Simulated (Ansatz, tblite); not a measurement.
Cost and result up the ladder for Ag3⁺ (3 atoms). The state is a singlet with charge 1. Geometry: B3LYP-D4/def2-TZVP.

Cartesian coordinates in Å:
```
Ag -1.528 0.386 0.043
Ag 0.922 0.559 -1.151
Ag 0.606 -0.945 1.107
```

Ansatz on 4 threads of Intel Xeon 6975P-C on a shared host; xTB runs through tblite on one thread. Times are rough, summed over both states, and most runs start from the orbitals of an earlier one. PBE-QIDH/def2-TZVP serves as the yardstick here, not as an exact answer. The other state is a triplet at its own geometry, which has other bonds, so the gap mixes isomer and spin.

In the def2 sets Ag takes a core potential; there is no spin–orbit coupling. The xTB rows come from tblite. LC-ωPBE has ω = 0.4 bohr⁻¹. Correlated methods freeze no core orbitals; core or outer-core shells of Ag are correlated, in sets that lack core-valence functions. At PBE0-D4/def2-TZVP a singlet of charge 1 lies 1.76 eV below the triplet, each at its own geometry. The structure comes from a short search, and lower isomers may exist.

Correlated methods converge slowly with the basis.

xTB has no spin-polarisation term.

```
                            level  functions  triplet − singlet (eV)  difference from PBE-QIDH/def2-TZVP (eV)
r2SCAN-D4/def2-TZVP (with forces)        120                    1.88                                     0.16
               BHLYP-D4/def2-TZVP        120                    1.60                                    -0.12
                RPA@PBE/def2-TZVP        120                    1.70                                    -0.03
               PBE-QIDH/def2-TZVP        120                    1.72                                     0.00
                LC-ωPBE/def2-TZVP        120                    1.58                                    -0.15
                PBE0-D4/def2-TZVP        120                    1.76                                     0.04
                ωB97X-V/def2-TZVP        120                    1.79                                     0.07
                         GFN2-xTB         27                    1.56                                    -0.16
                 PBE-D4/def2-TZVP        120                    1.91                                     0.18
                ωB97M-V/def2-TZVP        120                    1.89                                     0.17
                         GFN1-xTB         27                    1.09                                    -0.63
```

(1) Estimate how long each takes.

## Answers

(1) GFN1-xTB 0.007 s; GFN2-xTB 0.16 s; PBE-D4/def2-TZVP 1.5 s; LC-ωPBE/def2-TZVP 1.8 s; BHLYP-D4/def2-TZVP 2.4 s; PBE0-D4/def2-TZVP 2.8 s; r2SCAN-D4/def2-TZVP (with forces) 3 s; PBE-QIDH/def2-TZVP 3.1 s; RPA@PBE/def2-TZVP 3.2 s; ωB97X-V/def2-TZVP 5.4 s; ωB97M-V/def2-TZVP 5.7 s. On shared hardware such times vary by a factor of up to 3.
